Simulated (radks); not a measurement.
Charge is removed step by step from the 5d5/2 level of Au, starting from [Xe] 4f14 5d(3/2: 4, 5/2: 6) 6s1. Calculated with a radial shooting solver on a logarithmic mesh with Libxc functionals: Dirac Kohn-Sham, PBE, spin-unpolarised, spherical densities, finite nucleus; Fermi nuclear charge, rms radius 5.4371 fm.

removed (e)	E - E(0) (eV)	eigenvalue (eV)	E minus straight line (eV)
0	0.000	-6.314	0.000
0.1	0.680	-7.294	-0.469
0.2	1.460	-8.296	-0.839
0.3	2.340	-9.318	-1.108
0.4	3.324	-10.360	-1.274
0.5	4.413	-11.420	-1.335
0.6	5.608	-12.498	-1.288
0.7	6.913	-13.593	-1.134
0.8	8.328	-14.705	-0.868
0.9	9.854	-15.833	-0.491
1	11.495	-16.977	0.000

Removing the whole electron costs 11.495 eV by Delta-SCF, against 6.314 eV from minus the eigenvalue at the starting occupation. Slater's transition state (half an electron removed) gives 11.420 eV. Integrating minus the eigenvalue over the occupation (Janak's theorem) gives 11.495 eV. The mean slope of the eigenvalue, de/dn, is 10.7 eV per electron.
